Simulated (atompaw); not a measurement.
u(r) = r·R(r): atom against pseudo-atom (Tc)

Columns: radius, all-electron u(r) and pseudo u(r) of the 5p shell (level -1.60 eV) of technetium in the configuration [Ar] 3d10 4s2 4p6 4d5 5s1.75 5p0.25; PBE, scalar-relativistic, PAW (atompaw) scheme, atompaw 4.2.0.5.

| r (bohr) | all-electron | pseudo |
| --- | --- | --- |
| 0.094 | -0.0705 | -0.0172 |
| 0.188 | 0.0451 | -0.0664 |
| 0.283 | 0.1159 | -0.1422 |
| 0.377 | 0.0923 | -0.2329 |
| 0.471 | 0.0193 | -0.3276 |
| 0.565 | -0.0621 | -0.4141 |
| 0.660 | -0.1299 | -0.4824 |
| 0.754 | -0.1740 | -0.5229 |
| 0.848 | -0.1943 | -0.5322 |
| 0.942 | -0.1938 | -0.5098 |
| 1.037 | -0.1762 | -0.4583 |
| 1.131 | -0.1465 | -0.3852 |
| 1.225 | -0.1085 | -0.2978 |
| 1.319 | -0.0654 | -0.2048 |
| 1.413 | -0.0198 | -0.1136 |
| 1.508 | 0.0270 | -0.0292 |
| 1.602 | 0.0726 | 0.0434 |
| 1.696 | 0.1166 | 0.1043 |
| 1.790 | 0.1584 | 0.1547 |
| 1.885 | 0.1981 | 0.1975 |
| 1.979 | 0.2346 | 0.2346 |
| 2.073 | 0.2682 | 0.2682 |
| 2.167 | 0.2990 | 0.2990 |
| 2.262 | 0.3273 | 0.3273 |
| 2.356 | 0.3525 | 0.3525 |
| 2.450 | 0.3752 | 0.3752 |

Problem. How many radial nodes do the two functions have?

Solution. The all-electron 5p function has n − l − 1 = 3; the pseudo-wave has 1, since 1 lower shell of the same l stays in the valence.

Problem. At about which radius was the pseudo-wave matched?

Solution. 2.05 bohr, where the columns begin to agree (steps of 0.09 bohr).

Problem. Is the pseudo-wave norm-conserving?

Solution. No, it belongs to a PAW set: the norm inside the radius is not constrained, and the difference is carried by the augmentation charge.
